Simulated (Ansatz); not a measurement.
Ideal-gas functions of `[NH2][Ge]1([I])[O][AlH]1` at 298.15 K and 1 bar, from an Ansatz frequency run at PBE0-D4/def2-TZVP.

Molar mass 259.53 g/mol, point group C1 (symmetry number 1), electronic degeneracy 1, moments of inertia 169.596, 668.003, 786.525 u Å². Harmonic wavenumbers (cm⁻¹, unscaled): 72, 84, 139, 167, 210, 234, 367, 420, 422, 475, 604, 715, 854, 875, 1555, 1964, 3553, 3662.

Use S(trans) = R[1.5 ln M + 2.5 ln T − 1.1517]; rotational temperatures θ = 24.2544 K / I; S(rot) = R[ln(√π/σ · √(T³/θAθBθC)) + 1.5]; for each mode x = 1.438777 ν̃/T, S = R[x/(eˣ − 1) − ln(1 − e⁻ˣ)] and H = RT x/(eˣ − 1); 1 cm⁻¹ = 0.0119627 kJ/mol; R = 8.31446 J/(mol·K).

Q: By hand: the entropy, in J/(mol·K).

A: Translation 178.2. Rotation: θ = 0.143, 0.0363, 0.0308 K, giving 124.6. Vibration, mode by mode: 17.15, 15.88, 11.79, 10.33, 8.55, 7.73, 4.57, 3.73, 3.70, 3.03, 1.85, 1.21, 0.70, 0.65, 0.04, 0.01, 0.00, 0.00, in all 90.9. Electronic 0.0. Sum 393.7 J/(mol·K).

Q: By hand: H − E and G − E in kJ/mol, counted from the electronic energy.

A: Zero-point energy ½ × 16372 × 0.0119627 = 97.9; thermal vibration 14.3; translation, rotation and pV give 4 RT = 9.9. H − E = 122.1 kJ/mol, and G − E = 122.1 − 298.15 × 393.7/1000 = 4.7 kJ/mol.

Vibration gives 23 % of the entropy, 44.8 J/(mol·K) of it from the modes under 150 cm⁻¹: soft modes count most, and the harmonic formula is weakest for them. The sum counts one conformer and one mirror image; others add a mixing term.
